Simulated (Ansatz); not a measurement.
Cartesian coordinates in Å:
```
C -0.499 0.847 -0.084
Al 0.472 -0.813 0.063
Cl 0.552 -2.159 -1.535
Br 1.570 -1.407 1.935
H -0.443 1.432 0.836
H -0.101 1.449 -0.905
H -1.551 0.652 -0.310
```

Total charge 0; spin multiplicity 1.

(1) List the PBE0/def2-TZVPP orbital energies in eV (Ansatz 0.2.0). (Best estimate.)

## Answers

(1) Computed: Occupied: -13150.03, -2767.24, -1704.94, -1535.47, -1535.44, -1535.43, -1529.18, -278.08, -259.10, -238.77, -197.34, -197.27, -197.25, -179.08, -178.97, -178.94, -114.96, -75.06, -74.93, -74.85, -72.59, -72.56, -72.54, -72.45, -72.45, -22.78, -21.46, -19.63, -12.19, -11.75, -11.67, -10.29, -9.86, -9.64, -8.86, -8.84, -8.53. Lowest empty: -1.01, -0.61, 1.34, 1.63, 2.59, 2.70, 2.92, 3.51.
